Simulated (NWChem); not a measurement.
Species: SiHBr, singlet; SMILES [SiH]Br

Computed with NWChem. Low-valent species are run as closed-shell singlets; no triplet was tried in these runs. All runs use the structure optimised with PBE0/def2-SVP. Ions are spin-unrestricted doublets at the neutral geometry; other ion states weren't tried.

Question: Estimate the computed values for CAM-B3LYP/def2-SVP. Quantities: vertical ionisation energy, ΔSCF (eV); −ε(HOMO) (eV).

Answer: 
```yaml
vertical ionisation energy, ΔSCF (eV): 9.33
"−ε(HOMO) (eV)": 8.15
```
